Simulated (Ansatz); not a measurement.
Geometry optimisation, RKS PBE/def2-SVP (Ansatz).

Input file:

```yaml
crystal:
  periodic: [false, false, false]
  atoms:
    - { symbol: F, position_ang: [-2.4039, 0.3658, -0.2568] }
    - { symbol: Ge, position_ang: [-0.7657, 0.2726, -0.725] }
    - { symbol: Si, position_ang: [0.2036, -1.4054, 0.4956] }
    - { symbol: P, position_ang: [0.3765, 2.2627, -0.3043] }
    - { symbol: H, position_ang: [-0.6535, -0.0646, -2.2518] }
    - { symbol: H, position_ang: [0.68927, -2.46644, -0.42113] }
    - { symbol: H, position_ang: [-0.84123, -2.04517, 1.4011] }
    - { symbol: H, position_ang: [1.25863, -0.91589, 1.31653] }
    - { symbol: H, position_ang: [0.2863, 2.0796, 1.1817] }
    - { symbol: H, position_ang: [1.6305, 1.6834, -0.4433] }
basis:
  gaussian: { orbitals: def2-SVP }
hamiltonian:
  xc: pbe
relax:
  f_tol: 0.015
  max_steps: 40
```

Launched with:

```bash
$ ansatz run input.yaml --threads 2 --pin off --max-ram 3072MiB --backend cpu --events-out ev --progress --plain --runs-dir out
```

Problem. Where does it end, and by what steps?

Solution. The forces met the threshold. The force dipped under the threshold on the way, but the program's further checks kept it going. After 10 steps the energy has fallen by 0.387 eV; H10 moved furthest, 0.44 Å.

```tsv
step	energy less start (eV)	largest force component (eV/Å)	accepted
0	0.0000	1.799	yes
1	-0.3101	0.674	yes
2	-0.3458	0.752	yes
3	-0.3648	0.311	yes
4	-0.3831	0.079	yes
5	-0.3859	0.023	yes
6	-0.3866	0.051	yes
7	-0.3816	0.164	no
8	-0.3870	0.004	yes
9	-0.3871	0.016	yes
10	-0.3871	0.015	yes
```

```xyz
10
Properties=species:S:1:pos:R:3
F -2.407 0.395 -0.315
Ge -0.679 0.288 -0.701
Si 0.174 -1.577 0.577
P 0.209 2.415 -0.248
H -0.614 0.068 -2.244
H 0.757 -2.616 -0.343
H -0.955 -2.178 1.367
H 1.247 -1.101 1.519
H 0.547 2.084 1.115
H 1.501 1.989 -0.733
```

Time of the run: 17 s on 2 threads of Intel(R) Xeon(R) Platinum 8488C (Sapphire Rapids), on a shared host, peak memory 0.17 GiB.
